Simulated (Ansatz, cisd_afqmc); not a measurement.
Species: Ge₂, charge 0, triplet. Ge2 (SMILES [Ge]=[Ge], triplet).
B3LYP-D3(BJ)/def2-TZVP minimum from Ansatz (a quantum-chemistry and plane-wave program):
```
Ge
Ge 1 2.4067
```
Charge 0, spin multiplicity 3.

Total energies in cc-pVTZ, 8 correlated electrons, 28 frozen orbitals. UHF or UKS for unpaired electrons; spin-orbit terms are left out. Cores are frozen in correlated methods (noble-gas shells, and filled d and f shells in the p block). No relativity. AFQMC/CISD: phaseless, guided by CISD from CCSD amplitudes; bars are statistical, one sigma. Outlying blocks are dropped, and bars are widened where a walk drifts. Over all cases where full CI ran beside it in this data, AFQMC minus full CI had a median of +0.1 mEh and passed +0.4 mEh in a tenth of the cases.

```json
[
 {"method": "HF", "program": "Ansatz", "energy (Eh)": "-4150.77079", "minus CCSDT(Q) (mEh)": "184.27"},
 {"method": "MP2", "program": "Ansatz", "energy (Eh)": "-4150.91665", "minus CCSDT(Q) (mEh)": "38.40"},
 {"method": "CCSD", "program": "Ansatz", "energy (Eh)": "-4150.94295", "minus CCSDT(Q) (mEh)": "12.11"},
 {"method": "CCSD(T)", "program": "Ansatz", "energy (Eh)": "-4150.95278", "minus CCSDT(Q) (mEh)": "2.28"},
 {"method": "CCSDT(Q)", "program": "Ansatz", "energy (Eh)": "-4150.95506", "minus CCSDT(Q) (mEh)": "0.00"},
 {"method": "AFQMC/CISD", "program": "cisd_afqmc", "energy (Eh)": "-4150.9535 ± 0.0004", "minus CCSDT(Q) (mEh)": "1.5 ± 0.4"}
]
```

Rough core times of Ansatz's runs on a shared machine: CCSD(T) 50 s, CCSDT(Q) 80 s.
